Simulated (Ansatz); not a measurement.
Molecule: bromo-bis(ethenyl)borane, C$_{4}$H$_{6}$BBr, charge 0, multiplicity 1. SMILES: C=CB(Br)C=C
Structure (B3LYP-D3(BJ)/def2-TZVP (Ansatz, an electronic-structure program) minimum search):
```xyz
12

C     -2.4730    -1.1262     0.2971
C     -1.2198    -1.5917     0.2899
B      0.0589    -0.7524     0.1007
Br    -0.0920     1.1754    -0.1573
C      1.4545    -1.4062     0.1114
C      2.6217    -0.7728    -0.0429
H     -2.6813    -0.0712     0.1630
H     -3.3293    -1.7765     0.4360
H     -1.0858    -2.6632     0.4304
H      1.4889    -2.4846     0.2586
H      3.5700    -1.2980    -0.0244
H      2.6634     0.2995    -0.1936
```
Charge 0, spin multiplicity 1.

Quantity: vertical triplet-singlet gap, E(triplet) - E(singlet), in eV. Set-up: 6-31G* and kin with 6d, 5d where marked; LANL2DZ with its own core potentials from Na on; spin-orbit terms left out; valence correlation only (noble-gas shells and the d and f shells of earlier blocks); each state is the SCF solution reached for its charge and spin; dispersion terms only where a functional's name holds one; open shells spin-unrestricted; non-relativistic. Ab initio and DFT rows: single points at B3LYP-D3(BJ) geometries (Ansatz). A UHF reference is markedly spin-contaminated in at least one set, which strains HF and MP2. The Hartree-Fock reference of C=CB(Br)C=C is unstable towards a lower, spin-broken solution. Levels can end on unlike triplets.

```
level                              program  vertical triplet-singlet gap, E(triplet) - E(singlet) (eV)
---------------------------------  -------  ----------------------------------------------------------
HF/6-31G* with LANL2DZ past Ar      Ansatz                                                        2.71
PBE/6-31G*                          Ansatz                                                        3.29
PBE/6-31G* with LANL2DZ past Ar     Ansatz                                                        3.29
B3LYP/3-21G                         Ansatz                                                        3.58
B3LYP/6-31G*                        Ansatz                                                        3.46
B3LYP/6-31G* with LANL2DZ past Ar   Ansatz                                                        3.46
MP2/6-31G* with LANL2DZ past Ar     Ansatz                                                        4.08
PBE/def2-TZVPD                      Ansatz                                                        3.26
B3LYP/def2-TZVPD                    Ansatz                                                        3.43
PBE0/def2-TZVPD                     Ansatz                                                        3.34
```

No value to compare with is used here. The 7 habitual levels span 2.71 (HF/6-31G* with LANL2DZ past Ar) to 4.08 eV (MP2/6-31G* with LANL2DZ past Ar); PBE/def2-TZVPD gives 3.26.

The levels are drawn from those run, B3LYP/6-31G* more often than the rest, none by its result; left out are runs that failed, that the program found above a lower state of the same kind, or whose <S^2> lies over 0.5 above the pure value.
